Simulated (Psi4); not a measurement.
C₄H₆ClF (SMILES CC/C=C(\F)Cl), singlet, at a GFN2-xTB geometry; MP2/def2-SV(P) (Psi4).

Psi4 was given this input:
```
memory 2 GB

molecule mol {
0 1
  C    -2.853045   -0.525162   -0.432110
  C    -1.484803   -1.203297   -0.375920
  C    -0.392057   -0.218185   -0.650260
  C     0.583388    0.065458    0.194138
  F     0.704241   -0.530613    1.390002
  Cl    1.842356    1.204806   -0.086289
  H    -2.921739    0.252177    0.324677
  H    -3.016286   -0.073118   -1.407511
  H    -3.639177   -1.253684   -0.252159
  H    -1.335623   -1.661021    0.602006
  H    -1.443517   -1.989998   -1.133703
  H    -0.422773    0.306572   -1.591505
}

set basis def2-sv(p)
set reference rhf
set freeze_core true

energy('mp2')
print_variables()
```

What the program printed (banner, timings and long lists left out):

```
    SCF Algorithm Type (re)set to DF.

   => Loading Basis Set <=

    Name: DEF2-SV(P)
    Role: ORBITAL
    Keyword: BASIS

         ---------------------------------------------------------
                                   SCF
               by Justin Turney, Rob Parrish, Andy Simmonett
                          and Daniel G. A. Smith
                              RHF Reference
         ---------------------------------------------------------

  ==> Geometry <==

    Molecular point group: c1
    Full point group: C1

    Geometry (in Angstrom), charge = 0, multiplicity = 1:

       Center              X                  Y                   Z               Mass
    ------------   -----------------  -----------------  -----------------  -----------------
         C           -2.993463696421    -0.571655888447    -0.475949711000    12.000000000000
         C           -1.625221696421    -1.249790888447    -0.419759711000    12.000000000000
         C           -0.532475696421    -0.264678888447    -0.694099711000    12.000000000000
         C            0.442969303579     0.018964111553     0.150298289000    12.000000000000
         F            0.563822303579    -0.577106888447     1.346162289000    18.998403162730
         CL           1.701937303579     1.158312111553    -0.130128711000    34.968852682000
         H           -3.062157696421     0.205683111553     0.280837289000     1.007825032230
         H           -3.156704696421    -0.119611888447    -1.451350711000     1.007825032230
         H           -3.779595696421    -1.300177888447    -0.295998711000     1.007825032230
         H           -1.476041696421    -1.707514888447     0.558166289000     1.007825032230
         H           -1.583935696421    -2.036491888447    -1.177542711000     1.007825032230
         H           -0.563191696421     0.260078111553    -1.635344711000     1.007825032230

  Running in c1 symmetry.

  Rotational constants: A =      0.21461  B =      0.04624  C =      0.04053 [cm^-1]
  Rotational constants: A =   6433.72334  B =   1386.19616  C =   1214.93514 [MHz]
  Nuclear repulsion =  281.092591942695833

  Charge       = 0
  Multiplicity = 1
  Electrons    = 56
  Nalpha       = 28
  Nbeta        = 28

  ==> Algorithm <==

  SCF Algorithm Type is DF.
  DIIS enabled.
  MOM disabled.
  Fractional occupation disabled.
  Guess Type is SAD.
  Energy threshold   = 1.00e-08
  Density threshold  = 1.00e-08
  Integral threshold = 1.00e-12

  ==> Primary Basis <==

[...]
  @DF-RHF Final Energy:  -713.51356061760532
    Total Energy =                       -713.5135606176053216
[...]

  //>>>>>>>>>>>>>>>>>>>>>>>>>>>>>>>>>>>//
  //               DFMP2               //
  //<<<<<<<<<<<<<<<<<<<<<<<<<<<<<<<<<<<//

   => Loading Basis Set <=

    Name: (DEF2-SV(P) AUX)
    Role: RIFIT
    Keyword: DF_BASIS_MP2

	 --------------------------------------------------------
	                          DF-MP2
	      2nd-Order Density-Fitted Moller-Plesset Theory

	        Rob Parrish, Justin Turney, Andy Simmonett,
	           Ed Hohenstein, and C. David Sherrill
	 --------------------------------------------------------

   => Auxiliary Basis Set <=

  Basis Set: (DEF2-SV(P) AUX)
    Blend: DEF2-SV_P_-RI
    Number of shells: 136
    Number of basis functions: 386
    Number of Cartesian functions: 438
    Spherical Harmonics?: true
    Max angular momentum: 3

	 --------------------------------------------------------
	                 NBF =   100, NAUX =   386
	 --------------------------------------------------------
	   CLASS    FOCC     OCC    AOCC    AVIR     VIR    FVIR
	   PAIRS      10      28      18      72      72       0
	 --------------------------------------------------------

	-----------------------------------------------------------
	 ==================> DF-MP2 Energies <====================
	-----------------------------------------------------------
	 Reference Energy          =    -713.5135606176053216 [Eh]
	 Singles Energy            =      -0.0000000000000000 [Eh]
	 Same-Spin Energy          =      -0.2132849303118610 [Eh]
	 Opposite-Spin Energy      =      -0.6110406245700944 [Eh]
	 Correlation Energy        =      -0.8243255548819555 [Eh]
	 Total Energy              =    -714.3378861724872877 [Eh]
	-----------------------------------------------------------
	 ================> DF-SCS-MP2 Energies <==================
	-----------------------------------------------------------
	 SCS Same-Spin Scale       =       0.3333333333333333 [-]
	 SCS Opposite-Spin Scale   =       1.2000000000000000 [-]
	 SCS Same-Spin Energy      =      -0.0710949767706203 [Eh]
	 SCS Opposite-Spin Energy  =      -0.7332487494841133 [Eh]
	 SCS Correlation Energy    =      -0.8043437262547337 [Eh]
	 SCS Total Energy          =    -714.3179043438600502 [Eh]
	-----------------------------------------------------------

  Variable Map:
  ----------------------------------------------------------------------------
[...]
  Array Variable Map:
  ----------------------------------------------------------------------------
[...]
[...]
```
